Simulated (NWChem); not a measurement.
AlNH2F2; SMILES [F][Al]([F])[NH2]

```xyz
6

Al     0.0001    -0.0399     0.0000
F     -1.4147    -0.8979     0.0000
F      1.4248    -0.8814     0.0000
N     -0.0095     1.7089     0.0000
H      0.8206     2.2892     0.0000
H     -0.8454     2.2810     0.0000
```
Atoms are numbered in this order, from 1.

Geometry: optimised at PBE0/def2-SVP. B3LYP is NWChem's, with the RPA form of VWN correlation.

Symmetry labels are those of Cs in the frame above (b1 and b2, or b-type labels, depend on it). States above −ε(HOMO) = 7.9 eV lie in this functional's continuum and hang on the basis.

List the 4 lowest vertical singlet excitations from B3LYP/def2-SVPD, TDA (NWChem).


| state | energy (eV) | oscillator strength | symmetry | leading excitation (squared amplitude) |
|---|---|---|---|---|
| S1 | 5.59 | 0.065 | a" | HOMO → LUMO (0.99) |
| S2 | 7.51 | 0.007 | a" | HOMO → LUMO+2 (0.99) |
| S3 | 7.63 | 0.092 | a' | HOMO → LUMO+1 (0.92) |
| S4 | 8.23 | 0.000 | a" | HOMO → LUMO+3 (0.97) |
